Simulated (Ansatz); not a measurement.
A search over several starts for the lowest SCF solution of Al(PF3)H3 (AlPH₃F₃) at the given spin, in a small basis.

```yaml
crystal:
  periodic: [false, false, false]
  atoms:
    - {symbol: Al, position_ang: [-0.005177, 0.005509, -1.519584]}
    - {symbol: F, position_ang: [-1.388127, 0.081338, 1.796558]}
    - {symbol: F, position_ang: [0.777742, 1.156631, 1.780789]}
    - {symbol: F, position_ang: [0.627144, -1.256727, 1.764449]}
    - {symbol: P, position_ang: [-0.002714, -0.000938, 1.033428]}
    - {symbol: H, position_ang: [1.583011, -0.045991, -1.600885]}
    - {symbol: H, position_ang: [-0.752460, 1.404932, -1.630943]}
    - {symbol: H, position_ang: [-0.839410, -1.344764, -1.623812]}
basis:
  gaussian: {orbitals: def2-SVP, initial_orbitals: start.molden}
hamiltonian: {xc: pbe0, dispersion: d4}
output: {orbitals: {seedname: orbitals}}
```

The file start.molden holds the orbitals of an earlier run on this structure, at another level or in another basis.

```sh
$ ansatz run in.yaml --threads 2 --pin off --events-out ev --progress --plain --max-ram 4352MiB
```

It prints (some lines left out):

```
Functional definition: PBE0
857 factors; integrals over basis functions are off by at most 1.2e-3 eV
mean field evaluation 1: about -24060.6560 eV, gradient 3.6e0 eV
mean field evaluation 2: about -24060.6795 eV, gradient 1.8e-2 eV
mean field evaluation 4: about -24060.7618 eV, gradient 3.7e-4 eV
mean field evaluation 8: about -24057.2573 eV, gradient 4.3e1 eV
mean field evaluation 16: about -24060.7618 eV, gradient 2.9e-2 eV
mean field -24060.76181512 eV, -884.2166877356 hartree, gradient 2.1e-5 eV, S^2 0.000000; 1 other end points of the search recorded, 0 dependent functions left out
reference -24060.76184033 eV, -884.2166886621 hartree; 29, 29 occupied and 64, 64 virtual orbitals, 857 factors
Total energy: -24060.89477580 eV, -884.2215739503 hartree
```

It took 1.7 s on 2 threads of Intel Xeon Platinum 8375C on a shared host.

Another isomer (singlet) lies 4.31 eV lower at PBE0-D4/def2-TZVP; other spin states weren't run for this one.
